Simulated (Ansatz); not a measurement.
The molecule MgBe, multiplicity 3 (an upper state: multiplicity 1 came lower at CCSD(T)/def2-TZVPP on PBE0 minima).

Seven points along R, fitted to fifth degree in 1/R; most abundant isotopes. In def2 and cc sets the state is the lowest found near the PBE0 minimum, followed along R.

Run with Ansatz (an electronic-structure program). Values without a source in brackets are computed.

| level | r_e (Å) | ω_e (cm⁻¹) | ω_e x_e (cm⁻¹) | α_e (cm⁻¹) | D_e (eV) | dipole (D) |
|---|---|---|---|---|---|---|
| PBE/def2-TZVPP | 2.400 | 437 | 2.8 | 0.0042 | -0.82 | 1.66 |
| PBE0/def2-TZVPP | 2.395 | 446 | 2.7 | 0.0040 | -0.88 | 1.73 |
| CCSD/def2-TZVPP | 2.411 | 439 | 2.6 | 0.0039 | -1.57 | - |
| CCSD(T)/def2-TZVPP | 2.414 | 435 | 2.6 | 0.0039 | -1.50 | - |

D_e counts from each atom's lowest state at the same level, without counterpoise or zero-point energy.

Correlated levels freeze the inner cores; with def2 sets outer-core shells near the valence are correlated too.

Doubts at one or more of the structures used: a spin-contaminated determinant (CCSD/def2-TZVPP, CCSD(T)/def2-TZVPP).
